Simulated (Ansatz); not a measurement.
Q: Name a neutral molecule of B, C, Cl, O, S and H with size of the dipole moment (PBE/def2-TZVPP) between 2.05 and 2.35 D and HOMO energy (B3LYP/def2-TZVPP) between -7.15 and -6.85 eV (Ansatz, PBE0-D4/def2-TZVP geometry).

A: `CSB(O)Cl` (2.07 D, -7.07 eV). Other molecules can fit too; these were computed, each in one conformer that needn't be the lowest.

B3LYP here is the variant with VWN-RPA as its local correlation; programs differ in this.
